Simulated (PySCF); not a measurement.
Job for PySCF: R-HF/3-21G on C3H10O (a complex), monomers drawn apart or pushed together.

```python
from pyscf import gto, scf, dft, mp
from pyscf.data.elements import chemcore

mol = gto.M(
    atom='''
    C     0.10011535    0.04827125   -0.37655289
    H     1.14705982    0.28507369   -0.56453862
    H    -0.50866659    0.43419237   -1.19349579
    H    -0.01936544   -1.03351848   -0.31961153
    H    -0.21394075    0.50107125    0.56259293
    C     1.05905958    0.21456993    4.28715378
    O    -0.32576749    0.43981387    4.14235901
    C    -1.08069739   -0.74422994    4.27324057
    H     1.43422897   -0.47651933    3.52123464
    H     1.29503594   -0.19959048    5.27623021
    H     1.55936682    1.17514296    4.17455554
    H    -0.80304448   -1.48242796    3.50968402
    H    -2.12909247   -0.47867522    4.14618888
    H    -0.94276775   -1.19865941    5.26318998
    ''',
    basis='3-21g',
    charge=0, spin=0, verbose=3, max_memory=1800)
mf = scf.RHF(mol)
mf.conv_tol = 1e-8
mf.max_cycle = 100
mf.kernel()
if not mf.converged:
    mf = mf.newton().run(mf.mo_coeff, mf.mo_occ)
```

It printed:

```
converged SCF energy = -193.18908099638
```

The run converged.

Cost: about 0.25 core-seconds (a rough figure).
